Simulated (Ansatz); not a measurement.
Two isomers of C4H8Sn: A = `C#C[CH](C)[SnH3]`, B = `C=[CH][SnH2][CH]=C`.

Gas-phase electronic energies from Ansatz, PBE0-D4/def2-TZVP geometries. CBS: MP2 limit from def2 TZ/QZ plus the TZ coupled-cluster correction, frozen cores. Functionals use def2-TZVPP. B3LYP here is the variant with VWN-RPA as its local correlation; programs differ in this. def2 core potentials past Kr. For Sn outer-core shells are correlated without core-valence functions, which leaves a few kJ/mol of doubt a bond. One conformer a species, not always the lowest.

Task: Which is lower in electronic energy at CCSD(T)/CBS, and by how much? (Best estimate.)

Result: Computed: B, by 47.0 kJ/mol.

Task: Give E(B) − E(A) in kJ/mol with PBE0-D4, ωB97M-V, B3LYP, CCSD(T)/def2-TZVPP, B2PLYP, MP2/def2-TZVPP, CCSD/def2-TZVPP. (Best estimate.)

Result: The calculation gave: PBE0-D4 -40.1, ωB97M-V -42.4, B3LYP -46.2, CCSD(T)/def2-TZVPP -45.9, B2PLYP -41.1, MP2/def2-TZVPP -30.4, CCSD/def2-TZVPP -44.9. None reverses the order clearly.

Largest T1 diagnostic: 0.013.

In def2-TZVPP, CCSD(T) changes the Hartree–Fock value by +3.6 kJ/mol (the triples alone add −1.0 kJ/mol) and MP2 by +19.0 kJ/mol.
